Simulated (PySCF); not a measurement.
CaCl, charge +1. Atoms are numbered in the order given.

```xyz
2

Ca     0.0000     0.0000    -1.0652
Cl     0.0000     0.0000     1.2531
```
Charge +1, spin multiplicity 1.

The structure is a stationary point at PBE-D3(BJ)/def2-TZVPD. The multiplicity is an assumed one; other spin states were not compared.

Method: C-PCM-PBE0/def2-TZVPD (PySCF 2.14.0).

The values are the electrostatic part of the solvation free energy, E(continuum) − E(gas) at the gas-phase geometry, in a cavity of scaled van der Waals radii (PySCF's table); cavitation and dispersion terms are not included. A continuum can't describe solvent molecules that bind to the metal. In vacuum the orbital gap is 5.75 eV.

Computed values in water (ε = 78.36), benzene (ε = 2.27), dichloromethane (ε = 8.93):
```json
[
 {"solvent": "water", "ε": "78.36", "ΔG(elec) (kcal/mol)": "-73.3", "gap (eV)": "7.21"},
 {"solvent": "benzene", "ε": "2.27", "ΔG(elec) (kcal/mol)": "-40.7", "gap (eV)": "6.52"},
 {"solvent": "dichloromethane", "ε": "8.93", "ΔG(elec) (kcal/mol)": "-65.6", "gap (eV)": "7.04"}
]
```
